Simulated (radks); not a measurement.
Values are calculated unless marked as measured or tabulated.
Coulomb parameter of the 4d shell of neutral cadmium in the model configuration [Kr] 4d8.5 5s2 5p1.5, as a second difference U = [E(n + 0.25) + E(n - 0.25) - 2 E(n)] / (0.25)^2 with all orbitals relaxed. "Bare": the charge of the atom changes with n. "Screened": the 5p shell takes up the change at fixed total charge, which measures U(4d,4d) + U(5p,5p) - 2 U(4d,5p). Code: a radial shooting solver on a logarithmic mesh with Libxc functionals. Model: scalar-relativistic Kohn-Sham, PBE, spin-unpolarised, spherical densities, finite nucleus; Fermi nuclear charge, rms radius 4.6087 fm.

case                     configuration  E - E(n) (eV)
start             [Kr] 4d8.5 5s2 5p1.5          0.000
bare +0.25       [Kr] 4d8.75 5s2 5p1.5         -4.617
bare -0.25       [Kr] 4d8.25 5s2 5p1.5          5.356
screened +0.25  [Kr] 4d8.75 5s2 5p1.25         -4.072
screened -0.25  [Kr] 4d8.25 5s2 5p1.75          4.331

U(bare) = 11.831 eV, U(screened by 5p) = 4.146 eV, against the Slater integral F0(4d,4d) = 20.391 eV with frozen orbitals. The step up makes a negative ion, whose loosely bound charge lowers the bare value.
